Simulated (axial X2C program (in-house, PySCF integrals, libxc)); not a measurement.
# Worked dissociation energy of NaCa⁺: HF, 2c

All values were computed with an in-house all-electron X2C program for linear molecules (integrals from PySCF). Two-component (2c) means X2C with spin–orbit coupling and atomic mean-field two-electron Coulomb and Gaunt terms. Basis: Ca dyall-cv3z [11s12p6d4f], Na dyall-cv3z [9s8p5d2f] (cores contracted in-house); Gaussian nuclei, density fitting, unrestricted open shells. Masses: Ca 39.963 u, Na 22.990 u.

Molecular state: Ω = 0 (closed shell).

- E(Ca) (2M_J = 0): -679.502358 hartree
- E(Na+) (2M_J = 0): -161.870902 hartree
- E(NaCa⁺) at Re: -841.404604 hartree
- ωe: 129.3 cm⁻¹
- ωexe: 0.602 cm⁻¹

Question: Work out De and D0.

Answer: De = -679.502358 + (-161.870902) − (-841.404604) = 0.03134 hartree = 0.853 eV. The zero-point energy is ωe/2 − ωexe/4 = 65 cm⁻¹ = 0.008 eV, so D0 = 0.845 eV.

The state is a single determinant with fixed occupations, the lowest that a limited PBE0 search found. Dissociation energies refer to the lowest single-determinant-based atoms at the same level and basis.

Hartree–Fock lacks correlation and underbinds, often by eV.

Each atomic determinant is the lowest at this level and need not be a pure J level. Totals compare only within one Hamiltonian and basis.
